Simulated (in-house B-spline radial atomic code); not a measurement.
Multiplet parameters of the 4d3 shell in Xe XVI (Xe15+) ([Kr] 4d3). Computed with an all-electron radial atomic-structure program (B-spline basis): non-relativistic Hartree-Fock, average of configuration, point nucleus.

Slater integrals: F^2 = 135900 cm⁻¹, F^4 = 92109 cm⁻¹. Central-field spin-orbit parameter ζ(4d) = 8605 cm⁻¹ (bare central field on non-relativistic orbitals, without two-electron terms: too large for light atoms, too small for heavy ones).

Q: What are Racah's B and C?

A: B = F^2/49 - 5F^4/441 = 1729 cm⁻¹, C = 35F^4/441 = 7310 cm⁻¹, C/B = 4.23.

Q: Where do the terms lie in LS coupling, without spin-orbit interaction?

A: In cm⁻¹ above the Hund's-rule term (some of the terms):
| term | expression | energy |
| --- | --- | --- |
| 4F | 0B + 0C | 0 |
| 4P | 15B + 0C | 25937 |
| 2G | 4B + 3C | 28847 |
| 2H | 9B + 3C | 37493 |
| 2F | 24B + 3C | 63430 |

Q: How far can these numbers be trusted?

A: Unscaled Hartree-Fock integrals overestimate measured term splittings, because correlation screens the repulsion; fits to spectra scale them down, most for low charges. Here ζ is 4.98 times B, so spin-orbit coupling rivals the gaps between some terms: low levels can stay fairly pure, while close terms of equal J mix strongly.
